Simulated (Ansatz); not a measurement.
Total energies of C3H8Ge (`C[CH2][Ge][CH3]`).

```xyz
12

C     0.3692   -1.3044    0.7451
C     1.1891   -0.2090    0.0607
Ge    0.3823    1.5822    0.4658
C    -1.2160    1.3791   -0.7105
H    -0.6378   -1.3756    0.3266
H     0.8372   -2.2868    0.6338
H     0.2644   -1.1274    1.8213
H     1.2124   -0.3750   -1.0217
H     2.2202   -0.2310    0.4226
H    -0.9708    0.9314   -1.6778
H    -1.9086    0.6941   -0.2038
H    -1.7415    2.3227   -0.8622
```

Charge 0, multiplicity 1. Correlated methods include outer-core shells of Ge, which these sets cover unevenly. Scalar relativity is left out up to krypton. All single points use the PBE0-D4/def2-TZVP geometry. It is one conformer, not always the lowest. Basis def2-TZVPP, Ansatz 0.2.0.

RPA on PBE orbitals: Hartree–Fock energy of these orbitals -2193.58403 Eh, correlation -1.28375 Eh (frozen core).

| functional | energy without D4 (Eh) | D4 term (kJ/mol) |
| --- | --- | --- |
| LDA (SPW92) | -2191.83762 | – |
| PBE | -2195.65781 | -23.3 |
| revPBE | -2195.95115 | -72.7 |
| BLYP | -2196.13208 | -51.5 |
| r2SCAN | -2196.05750 | -5.7 |
| B97M-V | -2195.75891 | – |
| PBE0 | -2195.73388 | -19.6 |
| B3LYP | -2196.20548 | -37.6 |
| r2SCANh | -2196.04579 | -6.0 |
| r2SCAN0 | -2196.02947 | -6.6 |
| HSE06 (plane-wave form) | -2195.72660 | -18.2 |
| BHLYP | -2196.04828 | -28.6 |
| CAM-B3LYP | -2196.19422 | -19.8 |
| LC-ωPBE | -2195.79497 | – |
| ωB97X-V | -2195.92129 | – |
| ωB97M-V | -2195.95613 | – |
| B2PLYP | -2195.66067 | – |
| PBE-QIDH | -2195.38770 | – |

B3LYP takes the VWN-RPA correlation (the form of Gaussian; ORCA's B3LYP/G). HSE06 is the plane-wave form, built on full-range PBE exchange. The double hybrids freeze the cores in their second-order part.

LC-ωPBE has ω = 0.4 bohr⁻¹.
